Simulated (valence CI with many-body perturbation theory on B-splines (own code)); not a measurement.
From CI to CI+MBPT in Nd LVI

Computed by configuration interaction combined with many-body perturbation theory (CI+MBPT): three valence electrons over a frozen Dirac-Fock core [He], a basis of 11 s, 11 p, 9 d, 7 f, 5 g, 2 h, 1 i functions for each j, with the one-electron correlation potential Σ1 (screened to all orders), the two-electron term Σ2, the three-electron term Σ3, Breit, model QED; selected single and double excitations, second order for the rest (own B-spline code, finite nucleus).

The last digits are not significant, and no measured levels were compared; by estimate large intervals hold to a few tenths of a per cent, small ones and those within an open d or f shell to about a per cent.

Each rung adds one term. CI alone is the Dirac-Coulomb CI over the frozen core; QED comes last and gives the full result, which names the levels. Energies are above (2s^2 2p1/2) J=1/2 on the same rung, in × 10³ cm⁻¹.

Levels are named by their leading jj configuration (3d3/2^4 stands for four electrons in 3d with j = 3/2), which in mixed levels can hold well under half, so a name can repeat and another be missing. Letters in brackets count levels of one name in rising energy.

```tsv
Level	CI alone	+ Σ1	+ Σ2	+ Σ3	+ Breit	Full
(2s 2p1/2^2) J=1/2	1547.2	1544.9	1544.0	1543.9	1621.3	1550.5
(2s^2 2p3/2) J=3/2	4665.1	4666.1	4666.1	4666.0	4592.9	4599.1
(2s 2p1/2 2p3/2) J=3/2 [a]	5744.6	5743.3	5742.9	5743.0	5743.7	5680.7
(2s 2p1/2 2p3/2) J=5/2	6071.3	6070.1	6069.4	6069.3	6025.9	5962.9
(2s 2p1/2 2p3/2) J=1/2	6475.6	6474.3	6471.9	6471.5	6475.6	6412.1
(2s 2p1/2 2p3/2) J=3/2 [b]	6509.8	6508.5	6506.8	6506.4	6484.2	6420.8
(2p1/2^2 2p3/2) J=3/2	8136.2	8132.7	8129.5	8129.0	8191.4	8058.9
(2s 2p3/2^2) J=5/2	10578	10577	10577	10577	10481	10425
(2s 2p3/2^2) J=1/2	11210	11210	11209	11209	11157	11101
(2s 2p3/2^2) J=3/2	11251	11251	11248	11248	11164	11109
(2p1/2 2p3/2^2) J=3/2	12502	12499	12496	12496	12488	12361
(2p1/2 2p3/2^2) J=5/2	12714	12712	12709	12709	12658	12531
(2p1/2 2p3/2^2) J=1/2	13008	13006	13003	13003	13009	12883
(2p3/2^3) J=3/2	17452	17451	17448	17448	17367	17248
(2s^2 3s) J=1/2	53058	53061	53061	53060	52949	52968
(2s^2 3p1/2) J=1/2	53588	53591	53590	53590	53499	53497
(2s 2p1/2 3s) J=1/2 [a]	54103	54104	54104	54104	54059	54010
(2s 2p1/2 3s) J=3/2	54292	54293	54292	54292	54226	54178
(2s 2p1/2 3s) J=1/2 [b]	54475	54476	54475	54475	54420	54370
```

**Question.** How does the ionisation energy move along the ladder, and which term matters most?

**Answer.** CI alone 11705, + Σ1 11705, + Σ2 11705, + Σ3 11705, + Breit 11689, + QED 11689 eV. The largest step is Breit, -16 eV. NIST lists 11694 ± 5 eV (theoretical).
